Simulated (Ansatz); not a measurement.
Ansatz (an electronic-structure program) input (CCSD(T)/cc-pV(D+d)Z):
A basis named .json is the Basis Set Exchange file of that set.

Ansatz 0.2 input:
```yaml
crystal:
  periodic: [false, false, false]
  atoms:
    - {symbol: O, position_ang: [-0.95253721, 0.52035375, 1.28323700]}
    - {symbol: B, position_ang: [-0.84359051, -0.38602819, 0.25050319]}
    - {symbol: O, position_ang: [-1.76878167, -1.35336292, -0.04384140]}
    - {symbol: O, position_ang: [0.26087447, -0.32139004, -0.53858159]}
    - {symbol: Si, position_ang: [1.58704947, 0.66147830, -0.53901983]}
    - {symbol: H, position_ang: [-1.73966728, 0.45853580, 1.82912309]}
    - {symbol: H, position_ang: [-2.54120752, -1.38226528, 0.52507418]}
    - {symbol: H, position_ang: [1.19045145, 2.07349781, -0.73891018]}
    - {symbol: H, position_ang: [2.44077787, 0.22161823, -1.66140341]}
    - {symbol: H, position_ang: [2.33246073, 0.53325190, 0.73336584]}
basis:
  gaussian:
    orbitals: cc-pV_D+d_Z.json
magnetization: {spin_polarized: false}
correlation: {method: ccsd_t, electrons: outside_noble_gas}
```

Output:

```
Functional definition: HF
integrals: 0.14 GiB planned
987 factors; integrals over basis functions are off by at most 1.3e-3 eV
0.57 GiB of device memory are held for the factors and their scratch space
mean field: 0.39 GiB planned
mean field evaluation 1: about -14726.0265 eV, gradient 4.8e1 eV
mean field evaluation 2: about -14726.1478 eV, gradient 4.8e1 eV
mean field evaluation 4: about -14730.6031 eV, gradient 3.2e0 eV
mean field evaluation 8: about -14730.6489 eV, gradient 2.7e-1 eV
mean field evaluation 16: about -14726.0272 eV, gradient 4.8e1 eV
mean field -14730.64907766 eV, -541.3413688113 hartree, gradient 1.4e-6 eV, S^2 0.000000; 0 other end points of the search recorded, 0 dependent functions left out
9 core orbitals not correlated
reference -14730.64907766 eV, -541.3413688113 hartree; 15, 15 occupied and 80, 80 virtual orbitals, 987 factors
second order -19.98625141 eV of doubles, -0.00000000 eV of singles
coupled cluster: 1.75 GiB planned
cycle   1  -20.37811204 eV  change   -3.9e-1 eV  update   1.0e-1
cycle   2  -20.87924149 eV  change   -5.0e-1 eV  update   2.8e-2
cycle   3  -21.00202510 eV  change   -1.2e-1 eV  update   1.5e-2
cycle   4  -20.99213587 eV  change    9.9e-3 eV  update   3.0e-3
cycle   5  -20.99147938 eV  change    6.6e-4 eV  update   1.1e-3
cycle   6  -20.99179591 eV  change   -3.2e-4 eV  update   3.0e-4
cycle   7  -20.99158965 eV  change    2.1e-4 eV  update   9.8e-5
cycle   8  -20.99152345 eV  change    6.6e-5 eV  update   3.1e-5
cycle   9  -20.99152856 eV  change   -5.1e-6 eV  update   1.2e-5
perturbative correction -0.47628384 eV, -0.0175031083 hartree
Total energy: -14752.11689006 eV, -542.1302963656 hartree
```
